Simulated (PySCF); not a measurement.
CH3FOZn (SMILES C[O][Zn][F]), singlet, geometry from GFN2-xTB (such geometries of metal compounds can be far from the true shape); B3LYP/6-31G, TDDFT run with PySCF.

Input for PySCF:
```python
from pyscf import gto, scf, dft, tdscf

mol = gto.Mole()
mol.atom = '''
    Zn   -0.478321    0.273589    0.069626
    F    -1.090672    0.381005    1.654661
    O     0.999043   -0.541931   -0.327150
    C     1.723892   -0.783496   -1.498569
    H     2.068143    0.138339   -1.975468
    H     2.598855   -1.357243   -1.174470
    H     1.162975   -1.381399   -2.222174
'''
mol.basis = '6-31g'
mol.charge = 0
mol.spin = 0
mol.verbose = 4
mol.build()

mf = dft.RKS(mol)
mf.xc = 'b3lyp'
mf.kernel()
td = mf.TDDFT()
td.nstates = 5
td.conv_tol = 1e-3
td.kernel()
td.analyze()
```

What the program printed (banner, timings and long lists left out):

```
PySCF version 2.14.0

[INPUT] verbose = 4
[INPUT] num. atoms = 7
[INPUT] num. electrons = 56
[INPUT] charge = 0
[INPUT] spin (= nelec alpha-beta = 2S) = 0
[INPUT] symmetry False subgroup None
[INPUT] Mole.unit = angstrom
[INPUT] Symbol           X                Y                Z      unit          X                Y                Z       unit  Magmom
[...]
nuclear repulsion = 260.01602158287
number of shells = 32
number of NR pGTOs = 168
number of NR cGTOs = 60
basis = 6-31g
ecp = {}

******** <class 'pyscf.dft.rks.RKS'> ********
method = RKS
initial guess = minao
damping factor = 0
level_shift factor = 0
DIIS = <class 'pyscf.scf.diis.CDIIS'>
diis_start_cycle = 1
diis_space = 8
diis_damp = 0
SCF conv_tol = 1e-09
SCF conv_tol_grad = None
SCF max_cycles = 50
direct_scf = True
direct_scf_tol = 1e-13
XC library pyscf.dft.libxc version 7.1.2
    S. Lehtola, C. Steigemann, M. J. T. Oliveira, and M. A. L. Marques,  SoftwareX 7, 1–5 (2018)
XC functionals = b3lyp
    P. J. Stephens, F. J. Devlin, C. F. Chabalowski, and M. J. Frisch,  J. Phys. Chem. 98, 11623 (1994)
radial grids:
    Treutler-Ahlrichs [JCP 102, 346 (1995); DOI:10.1063/1.469408] (M4) radial grids

becke partition: Becke, JCP 88, 2547 (1988); DOI:10.1063/1.454033
pruning grids: <function nwchem_prune>
grids dens level: 3
symmetrized grids: False
atomic radii adjust function: <function treutler_atomic_radii_adjust>
small_rho_cutoff = 0
Set gradient conv threshold to 3.16228e-05
Initial guess from minao.
tot grids = 92528
init E= -1993.89502764217
[...]
cycle= 1 E= -1993.82066517864  delta_E= 0.0744  |g|= 1.06  |ddm|= 2.37
[...]
cycle= 2 E= -1992.33289636473  delta_E= 1.49  |g|= 2.68  |ddm|= 2.73
[...]
cycle= 3 E= -1994.01130331967  delta_E= -1.68  |g|= 0.42  |ddm|=  2.2
[...]
cycle= 4 E= -1994.04013909827  delta_E= -0.0288  |g|= 0.218  |ddm|= 0.463
[...]
cycle= 5 E= -1994.04841242891  delta_E= -0.00827  |g|= 0.0314  |ddm|= 0.143
[...]
cycle= 6 E= -1994.04869292344  delta_E= -0.00028  |g|= 0.00622  |ddm|= 0.0356
[...]
cycle= 7 E= -1994.04869912684  delta_E= -6.2e-06  |g|= 0.00248  |ddm|= 0.00473
[...]
cycle= 8 E= -1994.04870027046  delta_E= -1.14e-06  |g|= 0.000543  |ddm|= 0.00198
[...]
cycle= 9 E= -1994.04870031324  delta_E= -4.28e-08  |g|= 0.000191  |ddm|= 0.000432
[...]
cycle= 10 E= -1994.04870031948  delta_E= -6.24e-09  |g|= 2.57e-05  |ddm|= 0.00014
[...]
cycle= 11 E= -1994.04870031963  delta_E= -1.5e-10  |g|= 3.64e-06  |ddm|= 2.68e-05
[...]
Extra cycle  E= -1994.04870031963  delta_E= -1.82e-12  |g|= 5.33e-06  |ddm|= 6.28e-06
converged SCF energy = -1994.04870031963

******** <class 'pyscf.tdscf.rks.TDDFT'> for <class 'pyscf.dft.rks.RKS'> ********
nstates = 5 singlet
deg_eia_thresh = 1.000e-03
wfnsym = None
conv_tol = 0.001
eigh lindep = 1e-12
eigh level_shift = 0
eigh max_cycle = 100

Excitation energies (eV)
[3.15716476 4.31367737 4.81380612 5.11860425 6.13186836]

** Singlet excitation energies and oscillator strengths **
Excited State   1:      3.15716 eV    392.71 nm  f=0.0027
      28 -> 29       -0.70548
Excited State   2:      4.31368 eV    287.42 nm  f=0.1251
      27 -> 29       -0.68985
      28 -> 30       -0.14307
Excited State   3:      4.81381 eV    257.56 nm  f=0.0044
      24 -> 29       -0.11867
      26 -> 29        0.69444
Excited State   4:      5.11860 eV    242.22 nm  f=0.0149
      25 -> 29        0.70416
Excited State   5:      6.13187 eV    202.20 nm  f=0.0685
      24 -> 29        0.65266
      25 -> 30        0.13990
      26 -> 29        0.10830
      28 -> 30       -0.16729

** Transition electric dipole moments (AU) **
state          X           Y           Z        Dip. S.      Osc.
  1        -0.0952     -0.1598     -0.0259      0.0353      0.0027
  2        -0.9341      0.5576     -0.0076      1.1834      0.1251
  3         0.1430     -0.0987      0.0835      0.0372      0.0044
  4         0.1749      0.2936      0.0477      0.1190      0.0149
  5         0.2331     -0.2344      0.5888      0.4560      0.0685

** Transition velocity dipole moments (imaginary part, AU) **
state          X           Y           Z        Dip. S.      Osc.
  1        -0.0114     -0.0191     -0.0031      0.0005      0.0029
  2        -0.1436      0.0879     -0.0147      0.0286      0.1202
  3         0.0086     -0.0041     -0.0063      0.0001      0.0005
  4         0.0272      0.0457      0.0074      0.0029      0.0102
  5         0.0557     -0.0533      0.1242      0.0214      0.0632

** Transition magnetic dipole moments (imaginary part, AU) **
state          X           Y           Z
  1         0.0502     -0.0051     -0.1532
  2         0.0403      0.0676      0.0110
  3         0.0719      0.1207      0.0196
  4         0.0735     -0.0875      0.2692
  5        -0.2791     -0.4685     -0.0761
```
